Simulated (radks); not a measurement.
Question: All-electron atom: Ru34+ in [Ne] (the NIST ground configuration). Method: Dirac Kohn-Sham, LB94 model potential, spin-unpolarised, spherical densities, finite nucleus; Fermi nuclear charge, rms radius 4.4809 fm; computed with a radial shooting solver on a logarithmic mesh with Libxc functionals. Some entries of the table are withheld. Estimate them.

| orbital | occ. | eigenvalue (hartree) | r(max) (bohr) | <r> (bohr) |
|---|---|---|---|---|
| 1s1/2 | 2 | (1) | 0.02170 | 0.03335 |
| 2s1/2 | 2 | (2) | 0.1219 | 0.1426 |
| 2p1/2 | 2 | -178.7477 | (3) | 0.1208 |
| 2p3/2 | 4 | -173.6860 | (4) | 0.1254 |

Answer: 
(1) 1s1/2 eigenvalue (hartree): -884.0859
(2) 2s1/2 eigenvalue (hartree): -186.5726
(3) 2p1/2 r(max) (bohr): 0.09423
(4) 2p3/2 r(max) (bohr): 0.09818
